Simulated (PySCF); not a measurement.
C4HN3.
Geometry (PBE0-D3(BJ)/def2-SVP, Å), atoms numbered from 1 in this order:
```xyz
8
C4HN3 angstrom
N     -1.4267   -1.9230   -0.4414
C     -0.6695   -1.1485   -0.0421
C      0.2928   -0.1739    0.4946
C     -0.2344    1.1974    0.4195
N     -0.6475    2.2747    0.3842
C      1.5990   -0.2845   -0.1731
N      2.6334   -0.3770   -0.6773
H      0.4450   -0.4129    1.5649
```

Level of theory: delta-SCF UKS SCAN, pcX-2 on the ionised atom, pcseg-1 elsewhere, spin-free X2C (PySCF). Every row has its own mixed basis.

| ionised atom | basis functions | E(ground) (Eh) | E(ionised) (Eh) |
| --- | --- | --- | --- |
| C2 | 134 | -317.15272 | -306.34851 |
| C3 | 134 | -317.14822 | -306.26868 |
| N1 | 134 | -317.15845 | -302.20682 |

Problem. What are the 1s binding energies?

Solution. E(ionised) − E(ground), at 27.2114 eV a hartree:

| atom | environment | difference (Eh) | binding energy (eV) |
| --- | --- | --- | --- |
| C2 | nitrile carbon | 10.80421 | 294.00 |
| C3 | sp3 carbon next to a nitrile | 10.87954 | 296.05 |
| N1 | nitrile nitrogen | 14.95163 | 406.85 |

Problem. How much do the ground-state energies differ, and what would follow from using one of them for all holes?

Solution. They run from -317.1584 Eh (core basis on N1) to -317.1482 Eh (on C3), 0.0102 Eh or 0.28 eV apart, for one and the same state in different bases and grids. Pairing the ion of C3 with the ground state of N1 would put its binding energy 0.28 eV too high.

Only 1s holes are shown. Atoms equivalent by their bonding share one computed value, that of the first of them. Geometry: PBE0-D3(BJ)/def2-SVP; no solvent, vibrations or thermal averaging.
